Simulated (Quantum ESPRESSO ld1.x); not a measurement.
Neutral caesium, 55 electrons, occupied as [Xe] 5d1 (not the ground configuration).

Method: scalar-relativistic Kohn-Sham, LDA (Slater exchange, VWN5 correlation), spin-polarised, spherical densities, point nucleus; open shells are filled with parallel spins first; computed with ld1.x of Quantum ESPRESSO 7.5.

Energy parts (hartree):
part                      energy
total                  -7780.795
kinetic                 8196.098
electron-nucleus      -18835.175
Hartree                 3044.171
exchange-correlation    -185.889

Orbitals (lengths in bohr, moments of r in powers of bohr; <r^-3> diverges for s and p1/2):
| orbital | occ. | eigenvalue (hartree) | <r^4> | <r> | <r^-3> | <r^2> |
|---|---|---|---|---|---|---|
| 1s up | 1 | -1314.22 | 2.252e-06 | 0.02613 | - | 0.0009264 |
| 1s down | 1 | -1314.22 | 2.252e-06 | 0.02613 | - | 0.0009264 |
| 2s up | 1 | -206.186 | 0.0003787 | 0.1122 | - | 0.01485 |
| 2s down | 1 | -206.186 | 0.0003787 | 0.1122 | - | 0.01485 |
| 2p up | 3 | -185.057 | 0.0002747 | 0.09825 | 6581 | 0.01178 |
| 2p down | 3 | -185.057 | 0.0002747 | 0.09825 | 6581 | 0.01178 |
| 3s up | 1 | -42.8469 | 0.01593 | 0.2995 | - | 0.1025 |
| 3s down | 1 | -42.8468 | 0.01593 | 0.2995 | - | 0.1025 |
| 3p up | 3 | -36.0468 | 0.01666 | 0.2973 | 1281 | 0.1025 |
| 3p down | 3 | -36.0467 | 0.01666 | 0.2973 | 1281 | 0.1025 |
| 3d up | 5 | -26.0379 | 0.01421 | 0.2737 | 176.5 | 0.08852 |
| 3d down | 5 | -26.0377 | 0.01421 | 0.2737 | 176.5 | 0.08852 |
| 4s up | 1 | -8.07451 | 0.4360 | 0.6950 | - | 0.5455 |
| 4s down | 1 | -8.07424 | 0.4360 | 0.6950 | - | 0.5455 |
| 4p up | 3 | -5.89757 | 0.5870 | 0.7398 | 264.2 | 0.6232 |
| 4p down | 3 | -5.89732 | 0.5870 | 0.7399 | 264.2 | 0.6232 |
| 4d up | 5 | -2.72849 | 1.115 | 0.8373 | 28.62 | 0.8169 |
| 4d down | 5 | -2.72823 | 1.114 | 0.8373 | 28.62 | 0.8168 |
| 5s up | 1 | -0.98841 | 17.66 | 1.739 | - | 3.415 |
| 5s down | 1 | -0.98572 | 17.49 | 1.736 | - | 3.402 |
| 5p up | 3 | -0.50173 | 41.01 | 2.096 | 31.42 | 5.030 |
| 5p down | 3 | -0.49703 | 40.01 | 2.087 | 31.73 | 4.980 |
| 5d up | 1 | -0.02527 | 5703 | 6.178 | 0.4640 | 49.48 |
| 5d down | 0 | -0.01487 | 11390 | 7.124 | 0.4035 | 67.83 |

The highest occupied level is 5d up at -0.688 eV. Summed over all electrons, <r^2> = 101.1 bohr^2, which gives a Langevin (diamagnetic) susceptibility term of -80.1 x 10^-6 cm^3/mol.
